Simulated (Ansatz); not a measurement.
```yaml
crystal:
  periodic: [false, false, false]
  atoms:
    - {symbol: O, position_ang: [0.754889, 1.022443, 0.188172]}
    - {symbol: C, position_ang: [0.365993, 0.164489, -0.060070]}
    - {symbol: F, position_ang: [0.935671, -0.257767, -0.504323]}
    - {symbol: N, position_ang: [-0.492255, 0.102948, -0.460782]}
    - {symbol: Si, position_ang: [-0.385604, -0.555629, 0.556921]}
    - {symbol: H, position_ang: [0.698231, 1.436624, -0.294542]}
    - {symbol: H, position_ang: [-0.564538, -0.073992, -1.141828]}
    - {symbol: H, position_ang: [-0.347026, -1.584978, 0.502181]}
    - {symbol: H, position_ang: [-0.905158, -0.243586, 1.335443]}
basis:
  gaussian: {orbitals: def2-SVP}
hamiltonian: {xc: {name: wB97X}}
output: {forces: true}
```

```sh
$ ansatz run in.yaml --threads 2 --pin off --events-out ev --progress --plain --max-ram 4352MiB
```

Shortened log:

```
Functional definition: wB97X
906 factors; integrals over basis functions are off by at most 4.4e-4 eV
254 factors; integrals over basis functions are off by at most 2.1e-6 eV
mean field evaluation 1: about -15114.3588 eV, gradient 1.0e2 eV
mean field evaluation 2: about -15117.1694 eV, gradient 9.6e1 eV
mean field evaluation 4: about -15131.7609 eV, gradient 2.8e0 eV
mean field evaluation 8: about -15132.0414 eV, gradient 3.1e-1 eV
mean field evaluation 16: about -15132.0417 eV, gradient 3.0e-4 eV
mean field -15132.04166168 eV, -556.0922742006 hartree, gradient 2.5e-5 eV, S^2 0.000000; 0 other end points of the search recorded, 0 dependent functions left out
reference -15132.04163849 eV, -556.0922733482 hartree; 24, 24 occupied and 70, 70 virtual orbitals, 906 factors
Total energy: -15132.04163849 eV, -556.0922733482 hartree
Atom 0 at     0.754889     1.022443     0.188172 Å, force    30.090630    33.493688    68.646060 eV/Å
Atom 1 at     0.365993     0.164489    -0.060070 Å, force   -15.886684    51.510111    56.928597 eV/Å
Atom 2 at     0.935671    -0.257767    -0.504323 Å, force   114.251264   -86.747221   -85.218051 eV/Å
Atom 3 at    -0.492255     0.102948    -0.460782 Å, force   -78.736437    31.866914   -31.081834 eV/Å
Atom 4 at    -0.385604    -0.555629     0.556921 Å, force   -25.073082   -47.100954    51.752133 eV/Å
Atom 5 at     0.698231     1.436624    -0.294542 Å, force    -4.249767    42.027052   -45.330090 eV/Å
Atom 6 at    -0.564538    -0.073992    -1.141828 Å, force    -5.117517    -9.101765   -39.089990 eV/Å
Atom 7 at    -0.347026    -1.584978     0.502181 Å, force     1.541266   -24.918337    -1.407160 eV/Å
Atom 8 at    -0.905158    -0.243586     1.335443 Å, force   -16.819672     8.970512    24.800334 eV/Å
Dipole moment:     0.142125    -0.001486    -0.468973 e Å
```

Q: What is wrong with this run?

A: The geometry is squeezed to about two thirds of its size. The calculation finished and met its thresholds. The result belongs to that input, not to the molecule as meant.
